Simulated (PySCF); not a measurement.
Here is a computed GFN2-xTB geometry (Å):
```
atom  x, y, z in Å
C1     2.6946   -0.6331    0.0389
C2     1.3488   -0.1947   -0.4688
O3     1.0337   -0.1014   -1.6260
O4     0.5284    0.0889    0.5492
C5    -0.7965    0.5174    0.2295
C6    -1.3556    1.2242    1.4542
C7    -1.6529   -0.6677   -0.2152
Cl8   -1.7730   -1.8976    1.0662
H9     2.5812   -1.5694    0.5805
H10    3.0846    0.1107    0.7285
H11    3.3744   -0.7690   -0.7961
H12   -0.7365    1.2057   -0.6269
H13   -2.3409    1.6238    1.2332
H14   -1.4283    0.5230    2.2808
H15   -0.6961    2.0376    1.7430
H16   -1.2089   -1.1509   -1.0855
H17   -2.6640   -0.3353   -0.4458
```

Neutral, closed shell.

(1) Which heavy atoms are bonded, and with what formal order?

(2) Give the structure as a SMILES string.

(3) What is the point group of this geometry?

(4) Describe the place of each heavy atom.

(5) What is the arrangement about O4?

(6) What is the arrangement about C5?

Results:

(1) C1–C2 1.50 Å (single); C2–O3 1.20 Å (double); C2–O4 1.34 Å (single); O4–C5 1.43 Å (single); C5–C6 1.52 Å (single); C5–C7 1.53 Å (single); C7–Cl8 1.78 Å (single). Bonds to hydrogen (Å): C1–H9 1.09; C1–H10 1.09; C1–H11 1.09; C5–H12 1.10; C6–H13 1.09; C6–H14 1.09; C6–H15 1.09; C7–H16 1.09; C7–H17 1.09.

(2) `CC(=O)O[C@H](C)CCl`, C5H9ClO2, 1-chloropropan-2-yl acetate. Among its features: ester and C–Cl bond.

(3) C1 (no symmetry element, even within 0.4 Å).

(4) C1: methyl carbon next to a carbonyl; C2: ester carbonyl carbon; O3: ester carbonyl oxygen; O4: ester single-bonded oxygen; C5: sp3 carbon bound to oxygen; C6: methyl carbon; C7: sp3 C–Cl carbon; Cl8: alkyl chlorine.

(5) It has 2 neighbours (C2, C5) and is bent (angle 117.5°).

(6) It has 4 neighbours (O4, C6, C7, H12) and is tetrahedral (angles from 106.8° to 112.9°).
